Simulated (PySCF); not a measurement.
Structure elucidation problem

An unknown has the formula C₄H₇FO₂. Its calculated NMR data are:

¹H NMR (600 MHz, computed): δ 3.87 (m, 1H), 3.67 (s, 3H), 1.59 (d, 3H).

¹³C{¹H} NMR (computed): δ 171.5 (C), 78.1 (CH), 59.4 (CH3), 21.5 (CH3).

Method: structure optimised with GFN2-xTB, shieldings: GIAO PBE0/pcSseg-1, in PySCF 2.14.0 with density-fitted response routines (no relativistic terms, one averaged value for each set of equivalent atoms, one computed conformer, in vacuum).

Scale: ¹H (σ = 31.72 ppm) and ¹³C (σ = 186.93 ppm) against TMS (reference shieldings calculated alike).

Problem. Choose the structure that fits.
A. COCCC(=O)F
B. F[C@H]1COCCO1
C. CO[C@H](C)C(=O)F

Solution. C. 

1. Rings plus π bonds: 1 (no ring in the answer).
2. 4 carbon signals for 4 carbons: no two carbons are equivalent.
3. Carbon types of the structure: 1 × C, 1 × CH, 2 × CH3, which accounts for all hydrogens.
4. δC 171.5: carbonyl carbon.
5. δC 78.1: sp3 CH bonded to O, α to a carbonyl; pulled downfield by the heteroatom.
6. δC 59.4: methyl carbon bonded to O; pulled downfield by the heteroatom.
7. δC 21.5: methyl carbon; aliphatic region, no heteroatom directly attached.
8. δH 3.87: hydrogen on an sp3 CH bonded to O, α to a carbonyl; its carbon carries O, an electronegative neighbour.

The others: COCCC(=O)F has carbons computed at 172.0, 70.8, 61.5, 36.4, with a different DEPT pattern; F[C@H]1COCCO1 would give 7 signals for carbon-bound and other non-exchanging H, not 3.

Splittings by ¹⁹F in the carbon and heteronuclear signals aren't shown, as no couplings were computed. Shifts are as computed. Against solution values, carbons near 30 ppm lie about +3 ppm off and those near 130 ppm about +5 ppm. Of 1211 compounds with measured shifts, 218 miss one by over three times the rms of a fit or turn the order of signals round; such compounds aren't used in these exercises. No couplings were computed; multiplicities are counted from neighbouring protons, with m where these are inequivalent, close in shift, in a saturated or five-membered ring or joined by F or P, and br s for small geminal =CH2 splittings.
